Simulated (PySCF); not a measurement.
F3OSi, charge -1, multiplicity 1. Atoms are numbered in the order given.

```xyz
5

O      0.0000     0.0000     1.7250
Si     0.0000     0.0000     0.1759
F      1.2627     0.7290    -0.6023
F     -1.2627     0.7290    -0.6023
F      0.0000    -1.4580    -0.6023
```
Charge -1, spin multiplicity 1.

Coordinates come from a PBE0-D3(BJ)/def2-SVPD optimisation. The multiplicity is an assumed one; other spin states were not compared. The isomer is the one that the SMILES or the coordinates give; other isomers of the formula were not compared.

Computed with B3LYP/def2-SVPD in PySCF.

Mulliken values depend strongly on the basis, most of all with diffuse functions as here. ESP charges are fitted to the potential on shells at 1.4 to 2.0 van der Waals radii. Atomic charges (e):

```csv
atom,ESP fit,meta-Löwdin,Mulliken
O1,-0.88,[?],-0.93
Si2,1.10,[?],2.02
F3,-0.41,[?],-0.70
F4,-0.41,[?],-0.70
F5,-0.41,[?],-0.70
```

Q: Some entries are withheld; supply them. (Estimate from the structure and the level; the computed values follow.)

A: 
- O1, meta-Löwdin: -0.97
- Si2, meta-Löwdin: 1.65
- F3, meta-Löwdin: -0.56
- F4, meta-Löwdin: -0.56
- F5, meta-Löwdin: -0.56
